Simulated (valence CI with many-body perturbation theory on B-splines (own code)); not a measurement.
# In²⁶⁺: what the settings do

Calculated by configuration interaction combined with many-body perturbation theory (CI+MBPT): five valence electrons over a frozen Dirac-Fock core [Ar], a basis of 6 s, 6 p, 5 d, 5 f, 1 g functions for each j, with the one-electron correlation potential Σ1, the two-electron term Σ2, the three-electron term Σ3, Breit, model QED; selected CI, second order for the rest, scaled by the run's own slope (own B-spline code, finite nucleus).

No measured spectrum was set against this ion. As an estimate, large intervals hold to a few tenths of a per cent, small ones and those within an open d or f shell to about a per cent. Among the levels kept, up to 570 cm⁻¹ of a level comes from second order outside the variational space, and about a tenth of that is noise between levels of different J, which matters for small intervals. Only levels of the ground parity were solved; by the run's estimate the other parity begins above the list, which can be wrong where configurations are misplaced.

The reference run has the lowest level (3d3/2^3 3d5/2^2) J=5/2 [a] and an ionisation energy of 1412.13 eV. Its largest variational space holds 9982 state functions.

Levels are named by their leading jj configuration (3d3/2^4 stands for four electrons in 3d with j = 3/2), which in mixed levels can hold well under half, so a name can repeat and another be missing. Letters in brackets count levels of one name in rising energy.

Changed runs:
A. averaging of valence orbitals over low configurations on → off
B. core polarisation of operators on → off
C. screening of Σ1 on → off
D. cutoff of virtual states (hartree) 4802 → 160.17 (bad on purpose)

Excitation energies of the reference run in cm⁻¹, and shifts in cm⁻¹:

| Level | Reference | A | B | C | D |
| --- | --- | --- | --- | --- | --- |
| (3d3/2^4 3d5/2) J=5/2 | 85724 | -55 | 0 | -26 | +341 |
| (3d3/2^3 3d5/2^2) J=7/2 [a] | 122202 | -42 | 0 | +15 | -148 |
| (3d3/2^3 3d5/2^2) J=3/2 | 126261 | -63 | 0 | +14 | -201 |
| (3d3/2^3 3d5/2^2) J=11/2 | 127585 | -36 | 0 | +22 | -133 |
| (3d3/2^3 3d5/2^2) J=5/2 [b] | 135452 | -35 | 0 | +39 | +266 |
| (3d3/2^3 3d5/2^2) J=9/2 | 137125 | -28 | 0 | +34 | -146 |
| (3d3/2^3 3d5/2^2) J=1/2 | 146671 | -70 | 0 | +35 | -248 |
| (3d3/2^2 3d5/2^3) J=7/2 [a] | 169708 | -41 | 0 | +55 | -189 |
| (3d3/2^3 3d5/2^2) J=5/2 [c] | 176779 | -62 | 0 | +47 | +257 |
| (3d3/2^2 3d5/2^3) J=11/2 | 192716 | -34 | 0 | +65 | -148 |
| (3d3/2^3 3d5/2^2) J=7/2 [b] | 196856 | -68 | 0 | +38 | -155 |
| (3d3/2^2 3d5/2^3) J=1/2 | 197847 | -51 | 0 | +87 | -273 |
| Ionisation energy (eV) | 1412.13 | +0.0044 | 0 | -0.049 | -0.30 |

No effect on these energies: B.
